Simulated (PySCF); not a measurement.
GeF₂ClBr, SMILES [F][Ge]([F])([Cl])[Br].

Geometry: TPSSh-D3(BJ)/def2-SVP.

Level of theory: PBE/def2-TZVP run with PySCF.

Symmetry labels are those of the subgroup Cs that the program uses (full group Cs).

**Question.** List the valence orbital energies around the gap with their symmetry. (Estimate from the structure and the level; the computed values follow.)

**Answer.** 
```tsv
orbital	symmetry	energy (eV)
HOMO−7	A'	-10.32
HOMO−6	A"	-10.30
HOMO−5	A"	-10.10
HOMO−4	A'	-9.68
HOMO−3	A'	-8.89
HOMO−2	A"	-8.82
HOMO−1	A"	-8.28
HOMO	A'	-8.20
LUMO	A'	-3.33
LUMO+1	A"	-0.60
LUMO+2	A'	-0.27
LUMO+3	A'	0.11
```
